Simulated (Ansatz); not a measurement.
Frontier orbitals of GeH7NSSi, SMILES `N[SiH2][S][GeH3]`.

Cartesian coordinates in Å:
```
N -2.378 0.963 -0.158
Si -0.918 0.223 0.330
S 0.281 -0.435 -1.325
Ge 2.165 -0.745 -0.188
H -2.362 1.825 -0.679
H -3.159 0.389 -0.432
H -0.108 1.194 1.111
H -1.275 -0.945 1.173
H 1.854 -1.448 1.144
H 3.060 -1.628 -1.065
H 2.842 0.607 0.089
```

The species carries charge 0 and has multiplicity 1. Correlated methods include outer-core shells of Ge, which these sets cover unevenly. Scalar relativity is left out up to krypton. The geometry is a stationary point of PBE0-D4/def2-TZVP. It is one conformer, not always the lowest. Basis def2-TZVPP, the Gaussian-basis code of Ansatz.

Orbital energies of one run (eV). Highest occupied ones, from the top: -9.27, -9.96, -10.79, -11.79, -12.06, -12.56, -12.68, -13.89, -16.50, -17.31, -18.18, -22.67, -26.71, -36.46. Empty: 1.62, 2.13, 2.45, 2.95, 3.17, 3.20.

Question: Which functional gave them?
A. LC-ωPBE
B. LDA (SPW92)
C. CAM-B3LYP
D. ωB97M-V

Answer: D. HOMO energies: ωB97M-V -9.27, LDA (SPW92) -5.98, CAM-B3LYP -8.40, LC-ωPBE -9.78 eV.

LC-ωPBE has ω = 0.4 bohr⁻¹.
